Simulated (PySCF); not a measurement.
Bi(F)3 cation (BiF3), SMILES [F][Bi]([F])[F] (connectivity only; charge and spin as stated), charge +1, multiplicity 2. Atoms are numbered in the order given.

```xyz
4

Bi     0.0000     0.0000     0.2016
F      1.6182     0.9342    -0.6199
F      0.0000    -1.8685    -0.6199
F     -1.6182     0.9342    -0.6199
```
Charge +1, spin multiplicity 2.

Coordinates come from a PBE-D3(BJ)/def2-SVP optimisation. The spin state was assumed, not searched. The isomer is the one that the SMILES or the coordinates give; other isomers of the formula were not compared. The def2 effective core potentials stand for the cores of Bi; spin–orbit coupling is left out.

Method: PBE-D3(BJ)/def2-SVP (PySCF).

Frequencies are harmonic and unscaled.

Modes within 1.5 cm⁻¹ of each other (mostly degenerate sets) share a row, with their intensities summed.

```json
[
 {"mode": "1", "ν (cm⁻¹)": "111", "IR (km/mol)": "9.4", "moving atoms (share of kinetic energy)": "F 83 %, Bi 17 %"},
 {"mode": "2–3", "ν (cm⁻¹)": "114", "IR (km/mol)": "12.3", "moving atoms (share of kinetic energy)": "F 94 %"},
 {"mode": "4–5", "ν (cm⁻¹)": "505", "IR (km/mol)": "2.1", "moving atoms (share of kinetic energy)": "F 89 %, Bi 11 %"},
 {"mode": "6", "ν (cm⁻¹)": "531", "IR (km/mol)": "2.4", "moving atoms (share of kinetic energy)": "F 96 %"}
]
```
